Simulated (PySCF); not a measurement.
Nitrogen: a sound run and one with changed settings

Sound run: N²⁺ [He] 2s2 2p1, N³⁺ [He] 2s2. Calculation: PySCF 2.14, in jorge-DZP-DKH (4s2p1d, 15 functions); the spin-free X2C one-electron Hamiltonian (Gaussian nucleus). In the sound run the correlated levels freeze 1s2. The sound run starts from symmetry-adapted Hartree-Fock orbitals and uses a fine grid where one is needed.

Changed run: initial guess sap, at most 50 SCF cycles, level shift 10.0 hartree.

```
species   method  sound run (hartree)  changed run (hartree)  converged
    N²⁺      UHF            -52.83744              -52.83744        yes
    N²⁺     BP86            -52.97011              -52.97011         no
    N²⁺      LDA            -52.49448              -52.49448         no
    N²⁺      MP2            -52.88431              -52.84399        yes
    N²⁺  CCSD(T)            -52.91344              -52.91344        yes
    N³⁺      UHF            -51.10313              -51.10313        yes
    N³⁺     BP86            -51.20906              -51.20906         no
    N³⁺      LDA            -50.74101              -50.74101         no
    N³⁺      MP2            -51.14961              -51.10852        yes
    N³⁺  CCSD(T)            -51.18703              -51.18703        yes
```

Ionisation energy of N²⁺:

| method | sound run (eV) | changed run (eV) |
| --- | --- | --- |
| UHF | 47.193 | 47.193 |
| MP2 | 47.204 | 47.225 |
| SCS-MP2 | 47.151 | 47.222 |
| CCSD | 46.964 | 46.964 |
| CCSD(T) | 46.978 | 46.978 |

A level shift leaves the converged SCF energy unchanged but raises the virtual orbital energies, which shrinks MP2 if it is not removed.

For comparison, NIST gives 47.445 eV between the lowest levels.
